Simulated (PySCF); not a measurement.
## Atomic charges against the basis set

Species: C2H9NSi2.
SMILES with atom numbers: `[CH2:1]1[NH:2][SiH2:3][CH2:4][SiH2:5]1` (hydrogens: H6, H7 on C1; H8 on N2; H9, H10 on Si3; H11, H12 on C4; H13, H14 on Si5)

PBE0 throughout (PySCF), one geometry, spherical d and f functions. Geometry: PBE0-D3(BJ)/def2-SVP, one conformer, isolated molecule. Atoms taken as equivalent share a column and are averaged. The first 7 of 10 kinds of atom are listed.

Mulliken charges (e):

| basis | functions | C1 | N2 | Si3 | C4 | Si5 | H6/H7 | H8 |
| --- | --- | --- | --- | --- | --- | --- | --- | --- |
| STO-3G | 42 | -0.222 | -0.509 | +0.710 | -0.467 | +0.598 | +0.056 | +0.164 |
| 6-31G | 71 | -0.434 | -0.892 | +0.911 | -0.976 | +0.728 | +0.183 | +0.333 |
| pcSseg-0 | 71 | -0.691 | -1.010 | +1.095 | -1.471 | +0.946 | +0.250 | +0.332 |
| 6-31G* | 96 | -0.391 | -0.740 | +0.629 | -0.809 | +0.509 | +0.179 | +0.344 |
| cc-pVDZ | 123 | -0.092 | -0.338 | +0.391 | -0.361 | +0.309 | +0.051 | +0.103 |
| def2-SVP | 123 | -0.145 | -0.463 | +0.567 | -0.558 | +0.469 | +0.061 | +0.142 |
| aug-cc-pVDZ | 204 | +0.598 | -0.383 | -0.178 | +0.196 | -0.375 | -0.245 | -0.222 |
| 6-311+G(2d,p) | 205 | -0.506 | -0.606 | +0.773 | -0.847 | +0.620 | +0.145 | +0.234 |
| def2-TZVP | 221 | -0.225 | -0.445 | +0.323 | -0.449 | +0.216 | +0.116 | +0.210 |
| IGLO-III | 283 | -0.508 | -0.437 | +0.946 | -0.864 | +0.819 | +0.133 | +0.182 |
| cc-pVTZ | 284 | -0.187 | -0.277 | +0.287 | -0.378 | +0.246 | +0.082 | +0.128 |
| pcSseg-2 | 320 | -0.073 | -0.599 | +0.714 | -0.519 | +0.552 | +0.062 | +0.151 |

IAO charges (e):

| basis | functions | C1 | N2 | Si3 | C4 | Si5 | H6/H7 | H8 |
| --- | --- | --- | --- | --- | --- | --- | --- | --- |
| STO-3G | 42 | -0.424 | -0.562 | +0.830 | -0.758 | +0.750 | +0.111 | +0.188 |
| 6-31G | 71 | -0.413 | -0.637 | +0.738 | -0.794 | +0.621 | +0.140 | +0.261 |
| pcSseg-0 | 71 | -0.419 | -0.630 | +0.760 | -0.819 | +0.630 | +0.138 | +0.252 |
| 6-31G* | 96 | -0.415 | -0.662 | +0.860 | -0.830 | +0.734 | +0.131 | +0.255 |
| cc-pVDZ | 123 | -0.413 | -0.658 | +0.852 | -0.827 | +0.727 | +0.130 | +0.256 |
| def2-SVP | 123 | -0.413 | -0.653 | +0.871 | -0.830 | +0.745 | +0.128 | +0.252 |
| aug-cc-pVDZ | 204 | -0.420 | -0.679 | +0.856 | -0.835 | +0.730 | +0.135 | +0.265 |
| 6-311+G(2d,p) | 205 | -0.430 | -0.689 | +0.891 | -0.855 | +0.762 | +0.136 | +0.265 |
| def2-TZVP | 221 | -0.432 | -0.688 | +0.902 | -0.861 | +0.772 | +0.135 | +0.263 |
| IGLO-III | 283 | -0.433 | -0.691 | +0.900 | -0.861 | +0.772 | +0.136 | +0.265 |
| cc-pVTZ | 284 | -0.429 | -0.683 | +0.887 | -0.855 | +0.758 | +0.135 | +0.263 |
| pcSseg-2 | 320 | -0.432 | -0.690 | +0.900 | -0.861 | +0.770 | +0.136 | +0.265 |

Some averages cover members that differ in this geometry, most widely: H6/H7, Mulliken in aug-cc-pVDZ -0.260 to -0.231 e.

Q: Which scheme is steadiest as the basis changes?

A: Largest range over the bases for any column: IAO 0.16 e, Mulliken 1.67 e. IAO charges move least and Mulliken charges most, counted in e. Without the minimal STO-3G basis the ranges are IAO 0.16, Mulliken 1.67 e.

Q: How much do the charges still move between the two largest bases, cc-pVTZ and pcSseg-2?

A: At most, over all atoms: Mulliken 0.427 e, IAO 0.013 e.

Q: What do the same runs give for the total energy, the frontier levels and the dipole moment?

A: 
```json
{"basis": "STO-3G", "energy (Eh)": "-706.6480", "HOMO (eV)": "-3.05", "LUMO (eV)": "7.63", "μ (D)": "0.20"}
{"basis": "6-31G", "energy (Eh)": "-714.8346", "HOMO (eV)": "-6.23", "LUMO (eV)": "0.99", "μ (D)": "0.52"}
{"basis": "pcSseg-0", "energy (Eh)": "-713.9830", "HOMO (eV)": "-6.36", "LUMO (eV)": "0.94", "μ (D)": "0.67"}
{"basis": "6-31G*", "energy (Eh)": "-714.9372", "HOMO (eV)": "-6.40", "LUMO (eV)": "0.96", "μ (D)": "0.63"}
{"basis": "cc-pVDZ", "energy (Eh)": "-714.9760", "HOMO (eV)": "-6.46", "LUMO (eV)": "0.96", "μ (D)": "0.66"}
{"basis": "def2-SVP", "energy (Eh)": "-714.7006", "HOMO (eV)": "-6.53", "LUMO (eV)": "0.91", "μ (D)": "0.69"}
{"basis": "aug-cc-pVDZ", "energy (Eh)": "-714.9896", "HOMO (eV)": "-6.64", "LUMO (eV)": "-0.23", "μ (D)": "0.58"}
{"basis": "6-311+G(2d,p)", "energy (Eh)": "-715.0410", "HOMO (eV)": "-6.68", "LUMO (eV)": "-0.12", "μ (D)": "0.60"}
{"basis": "def2-TZVP", "energy (Eh)": "-715.0547", "HOMO (eV)": "-6.68", "LUMO (eV)": "0.45", "μ (D)": "0.65"}
{"basis": "IGLO-III", "energy (Eh)": "-715.0599", "HOMO (eV)": "-6.67", "LUMO (eV)": "0.29", "μ (D)": "0.61"}
{"basis": "cc-pVTZ", "energy (Eh)": "-715.0545", "HOMO (eV)": "-6.64", "LUMO (eV)": "0.55", "μ (D)": "0.64"}
{"basis": "pcSseg-2", "energy (Eh)": "-715.0691", "HOMO (eV)": "-6.70", "LUMO (eV)": "0.19", "μ (D)": "0.58"}
```

The dipole is fixed by the density alone, so its range of 0.49 D shows that the density itself changes with the basis, not only its division among atoms.
